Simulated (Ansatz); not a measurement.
`C[NH][AlH][F]` + H₂ → `[F][AlH2]` + CH₃NH₂ at 400 K and 1 bar (hydrogenolysis of the Al–N bond).

Calculated with Ansatz (gas phase, PBE0-D4/def2-TZVP geometries, no zero-point term in ΔE). CCSD(T)/CBS adds triple-zeta CCSD(T) − MP2 to the extrapolated MP2 energy (def2 sets, frozen cores). This one scheme is used for every species. Each species was taken in one conformer, which may not be the lowest.

| species | CCSD(T)/CBS energy (Eh) | H − E (kJ/mol) | S (J/(mol·K)) |
| --- | --- | --- | --- |
| `C[NH][AlH][F]` | -437.67416 | 195.7 | 345.4 |
| H₂ | -1.17544 | 38.0 | 139.0 |
| `[F][AlH2]` | -343.06661 | 56.6 | 256.1 |
| CH₃NH₂ | -95.75281 | 185.4 | 256.0 |

H − E and S are ideal-gas, rigid-rotor, harmonic terms from PBE0-D4/def2-TZVP, for one conformer and one mirror image of each species. The MP2-based limit puts H₂ 0.8 mEh under its directly extrapolated value; such offsets cancel only in part. 1 Eh = 2625.50 kJ/mol, R = 8.31446 J/(mol·K).

Task: By hand: ΔE, ΔH, ΔS and ΔG.

Result: ΔE = (-343.06661) + (-95.75281) − (-437.67416) − (-1.17544) = 0.03018 Eh = 79.2 kJ/mol. Δ(H − E) = 56.6 + 185.4 − 195.7 − 38.0 = 8.3, so ΔH = 87.5 kJ/mol. ΔS = 256.1 + 256.0 − 345.4 − 139.0 = 27.7 J/(mol·K). ΔG = 87.5 − 400 × (27.7)/1000 = 76.4 kJ/mol.

Task: By hand: the equilibrium constant, and the temperature at which ΔG would vanish if ΔH and ΔS stayed fixed.

Result: log₁₀ K = −ΔG/(RT ln 10) = -10.0. ΔG = 0 at ΔH/ΔS = 3159 K, far beyond where these terms or the molecules hold.

ΔH outweighs TΔS. A doubt of 5 kJ/mol in ΔE shifts log₁₀ K by 0.7 here. Other conformers and mirror images would add mixing entropy, several J/(mol·K) or more a flexible species. These are equilibria of isolated gas molecules and say nothing of rates. Largest T1 diagnostic: 0.012 (customary marks: 0.02 for closed shells, 0.045 for open ones).
